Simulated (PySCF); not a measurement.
PySCF 2.14 output of an unrestricted PBE0 calculation on a single atom or ion in x2c-TZVPPall with one added diffuse shell each of s, p, d, f type (12s8p8d5f2g, 129 functions), with the spin-free X2C one-electron Hamiltonian (Gaussian nucleus):

```
SCF conv_tol = 1e-09
number electrons alpha = 35  beta = 29
    C. Adamo and V. Barone.,  J. Chem. Phys. 110, 6158 (1999)
    M. Ernzerhof and G. E. Scuseria.,  J. Chem. Phys. 110, 5029 (1999)
cycle= 1 E= -12155.5935552796  delta_E= -0.0217  |g|= 0.219  |ddm|= 0.275
cycle= 2 E= -12155.5887657973  delta_E= 0.00479  |g|= 0.327  |ddm|= 0.217
cycle= 3 E= -12155.5979020082  delta_E= -0.00914  |g|= 0.00301  |ddm|= 0.111
cycle= 4 E= -12155.597904281  delta_E= -2.27e-06  |g|= 0.00167  |ddm|= 0.00363
cycle= 5 E= -12155.5979046598  delta_E= -3.79e-07  |g|= 0.000228  |ddm|= 0.0015
cycle= 6 E= -12155.5979046675  delta_E= -7.68e-09  |g|= 1.37e-05  |ddm|= 0.000147
cycle= 7 E= -12155.5979046677  delta_E= -1.75e-10  |g|= 1.02e-06  |ddm|= 3.11e-05
converged SCF energy = -12155.5979046677  <S^2> = 12.003099  2S+1 = 7.0008855
```

The run itself started from symmetry-adapted Hartree-Fock orbitals and held the occupation by maximum overlap, on a logarithmic radial grid, so the iterations belong to that start.

Task: Which element, charge and spin multiplicity is this?

Result: Dy²⁺ (dysprosium, charge +2), multiplicity 7; the state was [Xe] 4f9 6p1, one real determinant (an excited configuration).

⟨L²⟩ = 26.02 against 42 for a pure I term, so this real determinant mixes terms. Spin-orbit coupling, absent here, splits the open shell strongly.
